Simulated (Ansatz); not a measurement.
Harmonic frequencies (cm⁻¹) at PBE0-D4/def2-TZVP from Ansatz: 28, 39, 110, 541, 576, 662, 697, 704, 894, 900, 926, 942, 958, 981, 1052, 2196, 2200, 2202, 2205, 2221, 2223.

Which molecule is it?
A. `[SiH2]N[SiH3]`•
B. `[CH3][In][N]=C=O`•
C. `[SiH3][N][SiH3]`•
D. `N[SiH][SiH3]`•

C.
